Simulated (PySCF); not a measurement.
A PySCF script (with the pyscf-properties extension) for the NMR shieldings of SMILES CC#[N+][BH2-]/C=C\F, C4H7BFN, on a GFN2-xTB geometry:

```python
import basis_set_exchange as bse
import numpy as np
from pyscf import gto, dft
from pyscf.prop import nmr

atoms = """
C     2.629518    0.416585    0.362201
C     1.411853   -0.120501   -0.154567
N     0.423268   -0.539510   -0.558285
B    -0.908192   -0.993763   -0.992922
C    -2.027399   -0.208059   -0.148420
C    -1.920031    0.726637    0.773515
F    -0.718646    1.227218    1.202791
H     2.393501    1.301090    0.954885
H     3.120493   -0.319691    0.998311
H     3.295088    0.694225   -0.454990
H    -0.946031   -2.166914   -0.778696
H    -0.982787   -0.739412   -2.156332
H    -3.045928   -0.494185   -0.376713
H    -2.725388    1.215807    1.307055
"""
names = dict.fromkeys(["C", "N", "B", "F", "H"], "pcSseg-1")
basis = {el: gto.basis.parse(bse.get_basis(n, elements=[el], fmt="nwchem")) for el, n in names.items()}
mol = gto.M(atom=atoms, basis=basis, charge=0, verbose=0)
mf = dft.RKS(mol, xc="PBE0")
mf.grids.level = 2
mf.grids.alignment = dft.numint.BLKSIZE   # the property module wants whole blocks of grid points
mf.conv_tol = 1e-9
mf.kernel()

calc = nmr.RKS(mf)   # GIAO
C = mf.mo_coeff
Co = C[:, mf.mo_occ > 0]
resp = mf.gen_response(singlet=True, hermi=2)
def vind(x):   # induced exchange potential for any number of trial vectors
    d = np.einsum("pi,xij,qj->xpq", C, 2 * x.reshape(-1, C.shape[1], Co.shape[1]), Co, optimize=True)
    return np.einsum("xpq,pi,qj->xij", resp(d - d.transpose(0, 2, 1)), C, Co, optimize=True).ravel()
mo1, _ = nmr.rhf.solve_mo1(calc, with_cphf=vind)
sigma = calc.kernel(mo1)
for i, s in enumerate(sigma):   # ppm
    print("%2d %-2s %9.2f" % (i, mol.atom_pure_symbol(i), np.trace(s) / 3))
```

**Question.** What are the results?

**Answer.** 
```
 0 C     184.70
 1 C      66.92
 2 N      38.49
 3 B     134.79
 4 C      62.89
 5 C      28.39
 6 F     319.42
 7 H      29.23
 8 H      29.37
 9 H      29.41
10 H      29.23
11 H      29.20
12 H      26.66
13 H      24.76
```

These numbers come from an equivalent density-fitted implementation of the same equations, which agrees with the script to about 0.01 ppm for H and up to a few tenths of a ppm for heavy atoms, so last digits may differ.

Size and cost of the density-fitted run: 154 basis functions, 31 s wall time on 1 thread of an Arm Neoverse N1, shared host; peak memory 0.71 GiB.
